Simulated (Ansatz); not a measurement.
Consider the redistribution: `NB(N)Cl` + `[SiH3]OB(Cl)Br` → `NB(N)O[SiH3]` + `ClB(Cl)Br`.

Gas-phase electronic energies from Ansatz, PBE0-D4/def2-TZVP geometries. CBS: MP2 limit from def2 TZ/QZ plus the TZ coupled-cluster correction, frozen cores. Functionals use def2-TZVPP. B3LYP here is the variant with VWN-RPA as its local correlation; programs differ in this. HSE06 is defined as in plane-wave codes. For Br outer-core shells are correlated without core-valence functions, which leaves a few kJ/mol of doubt a bond. Scalar relativity is left out up to krypton. Each species was taken in one conformer, which may not be the lowest.

**Question.** Is it downhill or uphill in electronic energy at CCSD(T)/CBS, and by how much? (Estimate.)

**Answer.** Computed: Uphill: ΔE = +9.2 kcal/mol.

**Question.** What do these levels give: LDA (SPW92), r2SCAN-D4, B3LYP-D4, r2SCANh-D4, HSE06-D4, ωB97X-V, BLYP, B3LYP, MP2/def2-TZVPP, SCS-MP2/def2-TZVPP, HF/def2-QZVPP, SCS-MP2/def2-QZVPP? (Estimate.)

**Answer.** Computed: LDA (SPW92) 8.5, r2SCAN-D4 9.0, B3LYP-D4 9.2, r2SCANh-D4 9.1, HSE06-D4 9.1, ωB97X-V 9.6, BLYP 8.8, B3LYP 9.0, MP2/def2-TZVPP 9.1, SCS-MP2/def2-TZVPP 9.2, HF/def2-QZVPP 10.2, SCS-MP2/def2-QZVPP 9.2 kcal/mol.

Largest T1 diagnostic among the species: 0.011.

In def2-TZVPP, CCSD(T) changes the Hartree–Fock value by −1.1 kcal/mol (the triples alone add −0.1 kcal/mol) and MP2 by −1.1 kcal/mol. Leaving LDA and LC-ωPBE aside and taking each functional with its dispersion term where it has one, the values, not all of them listed here, spread over 1.2 kcal/mol, from B97M-V to BHLYP-D4.
